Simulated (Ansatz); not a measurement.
Reactions of C2H7NOSi, SMILES `CN1[SiH2]C1O`.

Program: Ansatz. Geometries: PBE0-D4/def2-TZVP. ΔE: electronic, gas phase. CCSD(T)/CBS adds triple-zeta CCSD(T) − MP2 to the extrapolated MP2 energy (def2 sets, frozen cores). This one scheme is used for every species. DFT in def2-TZVPP. Triplets are unrestricted, without spin–orbit coupling. One conformer a species, not always the lowest.

| reaction | PBE0-D4 (eV) | ωB97M-V (eV) |
| --- | --- | --- |
| `CN1[SiH2]C1O` → `CN[SiH2]C=O` | -0.93 | -1.09 |
| `CN1[SiH2]C1O` → `C1CO[SiH2]N1` | -2.62 | -2.74 |
| `CN1[SiH2]C1O` → `C=NCO[SiH3]` | -0.98 | -1.16 |
| `CN1[SiH2]C1O` → `[CH2]` (triplet) + `OC1N[SiH2]1` | 4.34 | 4.34 |

Give the CCSD(T)/CBS values in the same order. (An estimate is asked.)

Computed: -1.11, -2.79, -1.22, 4.32 eV.

Largest T1 diagnostic: 0.013, for `CN[SiH2]C=O`.
